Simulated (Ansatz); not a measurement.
Consider the redistribution: `B[SiH](N)[SiH2]F` + `O[SiH2]O` → `B[SiH2]N` + `O[SiH2]O[SiH2]F`.

Program: Ansatz. Geometries: PBE0-D4/def2-TZVP. ΔE: electronic, gas phase. CCSD(T)/CBS adds triple-zeta CCSD(T) − MP2 to the extrapolated MP2 energy (def2 sets, frozen cores). Functionals use def2-TZVPP. B3LYP here is the variant with VWN-RPA as its local correlation; programs differ in this. One conformer a species, not always the lowest.

**Question.** Is it downhill or uphill in electronic energy at CCSD(T)/CBS, and by how much? (Estimate.)

**Answer.** The calculation gave: Downhill: ΔE = -134.9 kJ/mol.

**Question.** What do these levels give: r2SCAN-D4, PBE0-D4, ωB97X-V, ωB97M-V, PBE, r2SCAN, B3LYP, HF/def2-TZVPP, MP2/def2-TZVPP, CCSD/def2-TZVPP, CCSD(T)/def2-TZVPP, MP2/CBS(def2)? (An estimate is asked.)

**Answer.** Computed: r2SCAN-D4 -125.1, PBE0-D4 -113.9, ωB97X-V -130.6, ωB97M-V -134.9, PBE -103.4, r2SCAN -125.6, B3LYP -132.7, HF/def2-TZVPP -165.6, MP2/def2-TZVPP -142.0, CCSD/def2-TZVPP -140.6, CCSD(T)/def2-TZVPP -136.1, MP2/CBS(def2) -140.8 kJ/mol.

Largest T1 diagnostic among the species: 0.013.

In def2-TZVPP, CCSD(T) changes the Hartree–Fock value by +29.5 kJ/mol (the triples alone add +4.5 kJ/mol) and MP2 by +23.6 kJ/mol. From PBE to PBE0 (25 % exact exchange), in def2-TZVPP and without D4, ΔE moves by −12.2 kJ/mol.
